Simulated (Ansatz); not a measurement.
The same path of CH8AlNO2Si (14 atoms, charge 0, multiplicity 1) was run 3 times with different band settings. The coordinate that changes most is the height of N1 over the plane of its neighbours.

Theory: RKS PBE/def2-SVP in Ansatz.

Relaxed end points:

```xyz
14
Properties=species:S:1:pos:R:3
N -1.994 0.382 -0.835
C -1.184 0.530 0.392
Si 0.465 -0.374 0.004
O 0.117 -1.989 0.411
O 0.586 -0.121 -1.661
Al 2.616 0.401 0.914
H -2.766 1.060 -0.868
H -2.425 -0.551 -0.860
H -0.958 1.609 0.537
H -1.672 0.175 1.329
H 0.824 -2.612 0.167
H -0.341 0.157 -1.910
H 2.804 1.852 1.584
H 3.914 -0.548 0.825
```

```xyz
14
Properties=species:S:1:pos:R:3
N -2.417 0.188 -0.272
C -1.231 0.679 0.456
Si 0.394 -0.166 -0.079
O -0.052 -1.802 0.085
O 0.759 0.196 -1.701
Al 2.565 0.344 0.987
H -2.337 0.419 -1.272
H -2.429 -0.841 -0.230
H -1.151 1.781 0.331
H -1.388 0.519 1.546
H 0.644 -2.432 -0.172
H 0.017 0.107 -2.329
H 2.884 1.748 1.703
H 3.730 -0.769 0.975
```

Common settings: movable images 9; climbing image yes; optimiser quadratic models (default); force threshold 0.03 eV/Å; end points relaxed.

| run | spring | start path | iteration limit |
| --- | --- | --- | --- |
| 1 | 5.0 eV/Å² | through a guess of the saddle point | 53 |
| 2 | 5.0 eV/Å² | straight line | 58 |
| 3 | 0.1 eV/Å² | through a guess of the saddle point | 60 |

**Question.** What does each run give, and how far can it be trusted?

**Answer.** Run 1: converged after 23 iterations, highest image 0.281 eV above the first end. A vibrational analysis at the climbing image gives one clearly imaginary mode, 543i cm⁻¹: a first-order saddle point.
Run 2: converged after 15 iterations, highest image 0.281 eV above the first end. Another band between the same ends (9 images) ends at a top of the same energy, where a vibrational analysis finds 1 clearly imaginary mode.
Run 3: converged after 39 iterations, highest image 0.281 eV above the first end. Another band between the same ends (9 images) ends at a top of the same energy, where a vibrational analysis finds 1 clearly imaginary mode.
